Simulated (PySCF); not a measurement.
Compound: C7H16N2Si.
SMILES with atom numbers: `[CH3:1][CH:2]([CH3:3])[C:4]1=[N:5][N:6]([CH3:7])[CH2:8][C@H:9]1[SiH3:10]`

Cartesian coordinates in Å at the PBE0-D3(BJ)/def2-SVP level; atoms count from 1:
```
atom  x, y, z in Å
C1     2.170    0.962   -0.419
C2     1.452   -0.288    0.069
C3     1.712   -0.544    1.556
C4    -0.017   -0.234   -0.222
N5    -0.577    0.758   -0.814
N6    -1.902    0.485   -1.027
C7    -2.750    1.638   -1.114
C8    -2.309   -0.587   -0.129
C9    -0.997   -1.363    0.023
Si10  -0.784   -2.728   -1.292
H11    2.011    1.117   -1.495
H12    1.785    1.855    0.096
H13    3.252    0.887   -0.226
H14    1.858   -1.159   -0.484
H15    1.335    0.295    2.163
H16    1.224   -1.464    1.909
H17    2.790   -0.646    1.749
H18   -3.733    1.345   -1.513
H19   -2.906    2.132   -0.131
H20   -2.297    2.366   -1.800
H21   -3.150   -1.161   -0.547
H22   -2.631   -0.172    0.853
H23   -0.891   -1.829    1.014
H24   -1.874   -3.742   -1.139
H25   -0.846   -2.143   -2.663
H26    0.533   -3.412   -1.110
```

NICS is the negative of the GIAO shielding at a point without a nucleus: at the ring centre (0) and 1 Å above and below it (1); zz is the component along the ring normal. Level: GIAO PBE/pcSseg-1 (PySCF, non-relativistic, gas phase) on the PBE0-D3(BJ)/def2-SVP geometry, one conformer.

Ring bond lengths (Å): C4–N5 1.284, N5–N6 1.369, N6–C8 1.456, C8–C9 1.531, C9–C4 1.515.

Q: What do the NICS probes read (ppm)?

A: 
```tsv
ring	type	NICS(0)	NICS(1), two faces	NICS(1)zz, two faces	rms pucker (Å)	centre to ring atoms, mean (Å)
C4–N5–N6–C8–C9	5-membered ring with 2 N; formal bonds 1 double, 4 single	-3.8	-4.9 / -3.7	-2.9 / -4.1	0.13	1.21
```

Q: What do they say, and how far can they be read as aromaticity?

A: 
- C4–N5–N6–C8–C9: mean NICS(1)zz -3.5 ppm, shielded. C8, C9 have four or more neighbours, and the NICS criterion for π rings isn't applied.

Q: What is the mean of the two in-plane components of NICS at the second NICS(1) probe listed for ring C4–N5–N6–C8–C9, 1 Å off the ring?

A: The isotropic value is a third of the trace: (3 × -3.7 − (-4.1))/2 = -3.5 ppm.

Q: How do the values depend on the level or the medium?

A: 
| level | NICS(0), C4–N5–N6–C8–C9 | mean NICS(1)zz, C4–N5–N6–C8–C9 |
| --- | --- | --- |
| PBE/pcSseg-1, gas | -3.8 | -3.5 |
| PBE0/pcSseg-1, gas | -4.1 | -3.7 |
| PBE0/pcSseg-1, IEF-PCM benzene | -4.0 | -3.6 |
| PBE0/pcSseg-1, IEF-PCM tetrahydrofuran | -4.0 | -3.6 |

The geometry is the same throughout; the continuum's cavity takes Bondi-type radii × 1.2.
